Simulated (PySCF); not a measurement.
# Hartree-Fock beside MP2: AlCFH3O

Calculated results; nothing here was measured. They come from PySCF 2.14.0, an open-source quantum chemistry program, on an isolated molecule that a program drew, which may never have been made. The molecule is AlCFH3O (charge 0, doublet), drawn as the SMILES string `[CH2][Al]([OH])[F]`.

The geometry was optimised and harmonic frequencies were computed with HF and MP2, all in the cc-pV(D+d)Z basis, for the commonest isotopes, with a restricted reference for singlets and an unrestricted one otherwise, and a frozen core in MP2. Each result is a local minimum of its method.

Geometry at the HF minimum:
```xyz
7
AlCFH3O, angstrom
C     1.2704   -1.1127   -2.3794
Al    1.8697   -1.4936   -0.6076
O     3.4356   -2.0156   -0.3056
F     0.8338   -1.3098    0.6696
H     0.2653   -0.7702   -2.6159
H     1.9025   -1.2164   -3.2588
H     3.8411   -2.2320    0.5168
```

Lengths of the bonds as drawn, in Å (atoms numbered as above):
```
  bond     HF    MP2
C1-Al2  1.909  1.914
Al2-O3  1.678  1.704
Al2-F4  1.655  1.676
 C1-H5  1.088  1.097
 C1-H6  1.088  1.098
 O3-H7  0.942  0.963
```

Rotational constants, in GHz:
```
constant     HF    MP2
       A  6.663  6.422
       B  5.963  5.948
       C  3.147  3.088
```

Harmonic frequencies in cm^-1, each column in rising order, so a row needn't be the same motion in every method:
| rank | HF | MP2 |
|---|---|---|
| 1 | 198 | 190 |
| 2 | 206 | 195 |
| 3 | 252 | 238 |
| 4 | 279 | 268 |
| 5 | 390 | ? |
| 6 | 597 | 614 |
| 7 | 628 | 618 |
| 8 | 657 | 637 |
| 9 | 697 | 669 |
| 10 | 877 | 854 |
| 11 | 957 | 919 |
| 12 | 1480 | 1399 |
| 13 | 3254 | 3181 |
| 14 | 3343 | 3279 |
| 15 | 4228 | 3937 |

**Estimate the missing MP2 frequency from the HF column.**

A single factor s that minimises the squared misfit of MP2 against s times HF over the other rows is sum(HF x MP2) / sum(HF^2) = 0.9582, with an rms misfit of 43 cm^-1. For rank 5 it gives 0.9582 x 390 = 374 cm^-1. The calculation gives 367 cm^-1, 7 cm^-1 below the estimate. The drawn bonds are on average 1.2 % longer in MP2 than in HF.
